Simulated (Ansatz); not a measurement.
ClTl, charge -1, doublet, geometry from GFN2-xTB (such geometries of metal compounds can be far from the true shape) (a state made from the parent by changing its charge; the spin is typed, not shown lowest) (core potentials on Tl) (a gas-phase anion, which may not be bound at this level); PBE/def2-TZVP (Ansatz, an electronic-structure program).

Input for Ansatz:
Ansatz 0.2 input:
```yaml
crystal:
  periodic: [false, false, false]
  atoms:
    - {symbol: Tl, position_ang: [-0.00000000, -0.00000000, -0.47641043]}
    - {symbol: Cl, position_ang: [0.00000000, 0.00000000, 2.26995558]}
basis:
  gaussian:
    orbitals: def2-TZVP
hamiltonian:
  xc: pbe
total_charge: -1
magnetization: {spin_polarized: true, initial_magnetization: 1}
```

It wrote (shortened):

```
Functional definition: PBE
645 factors; their error is unknown
mean field evaluation 1: about -17208.1942 eV, gradient 3.5e1 eV
mean field evaluation 2: about -17199.5594 eV, gradient 5.9e1 eV
mean field evaluation 4: about -17215.6578 eV, gradient 6.0e0 eV
mean field evaluation 8: about -17215.7857 eV, gradient 6.3e-2 eV
mean field evaluation 16: about -17215.7858 eV, gradient 2.6e-5 eV
mean field evaluation 32: about -17214.8330 eV, gradient 6.8e-1 eV
mean field -17215.78576506 eV, -632.6684575873 hartree, gradient 7.0e-6 eV, S^2 0.751244; 4 other end points of the search recorded, 0 dependent functions left out
reference -17215.78580178 eV, -632.6684589368 hartree; 20, 19 occupied and 67, 68 virtual orbitals, 645 factors
Total energy: -17215.78580178 eV, -632.6684589368 hartree
```
